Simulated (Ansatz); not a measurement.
# Energy profile

The step: GaSiH₅ ([SiH3][GaH2]) + H₂O → GaH₃O ([OH][GaH2]) + SiH₄; bonds formed: Si2–H5; dative contacts that become bonds: Ga1–O6; bonds broken: Ga1–Si2, H5–O6 (atoms numbered as in the saddle structure below).

```
10
angstrom
Ga -0.4442 -1.2832 0.0992
Si 1.0534 0.9168 -0.3474
H -1.0515 -1.6354 -1.2942
H 0.4202 -2.1280 1.0763
H -0.5239 0.5451 0.5008
O -1.5695 -0.0189 1.0795
H 0.6836 1.9618 -1.3407
H 1.9280 1.5083 0.6994
H 1.8750 -0.0988 -1.0818
H -2.3713 0.2323 0.6089
```

Electronic energies by CCSD(T) at an estimated basis limit (MP2 extrapolated from triple and quadruple zeta, plus CCSD(T) − MP2 in triple zeta), on PBE0-D4/def2-TZVP structures; GaSiH7O, closed shell; no counterpoise correction. Computed with Ansatz 0.2.0 (basis: def2-TZVPP and def2-QZVPP); correlated methods freeze the cores. Filled d shells of the heavier atoms are correlated. The def2 sets are not built for correlating such inner shells, so the correlated values are less sure here. Extrapolation: Hartree–Fock as exp(−7.88 √X), correlation as X^−2.97.

(1) Give the profile in eV, counted from the separated reactants. (To be estimated.)

T1 diagnostic: at most 0.016. The end structure is not quite a true minimum (one mode of 56i cm⁻¹).

## Answers

(1) By the calculation:
```csv
point,eV
"separated: GaSiH5 (linked as [SiH3][GaH2]; Ga1, Si2, H3, H4, H7, H8, H9; singlet) + H2O (H5, O6, H10; singlet)",0.000
start structure,-0.633
saddle,0.721
end structure,-0.674
"separated: GaH3O (linked as [OH][GaH2]; Ga1, H3, H4, O6, H10; singlet) + SiH4 (Si2, H5, H7, H8, H9; singlet)",-0.557
```

For scale, one of the runs: CCSD(T)/def2-TZVPP, 219 basis functions, launched by `ansatz run in.yaml --threads 4 --pin off --events-out ev --progress --plain --max-ram 9574MiB`. Hardware: 4 CPU threads of an Intel Xeon, shared host. Wall time 89 s; peak host memory 3.2 GiB.
